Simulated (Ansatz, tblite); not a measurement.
Series GeHX3: gap (eV) at several levels, gas phase, relaxed structures; Ansatz, xTB through tblite. The structures are stationary points that may keep the symmetry of their start.

```csv
species,state,geometry,GFN1-xTB,GFN2-xTB,PBE-D4/def2-SVP,PBE-D4/def2-TZVP,r2SCAN-D4/def2-TZVP
GeHF3,singlet,PBE0-D4/def2-TZVP,7.10,8.96,7.99,8.00,8.89
GeHBr3,singlet,r2SCAN-D4/def2-SVP,5.11,4.71,4.33,4.30,4.83
GeH(OMe)3 (C3H10GeO3),singlet,B3LYP-D4/def2-SVP,7.32,7.02,6.09,5.96,6.70
GeH(OAc)3 (C6H10GeO6),singlet,PBE-D4/def2-SVP,5.47,4.88,5.31,5.31,5.92
GeH(NMe2)3 (C6H19GeN3),singlet,PBE-D4/def2-SVP,4.87,5.43,4.89,4.53,5.30
```

Question: Estimate the column for PBE0-D4/def2-SVP.

Answer: GeHF3 10.94; GeHBr3 6.53; GeH(OMe)3 (C3H10GeO3) 8.84; GeH(OAc)3 (C6H10GeO6) 8.13; GeH(NMe2)3 (C6H19GeN3) 7.05.

Over the 5 species that have every level, the mean is 5.98 at GFN1-xTB, 6.20 at GFN2-xTB, 5.72 at PBE-D4/def2-SVP, 5.62 at PBE-D4/def2-TZVP, 6.33 at r2SCAN-D4/def2-TZVP, 8.30 at PBE0-D4/def2-SVP. Orbital gaps grow with the share of exact exchange and aren't one observable across functionals.
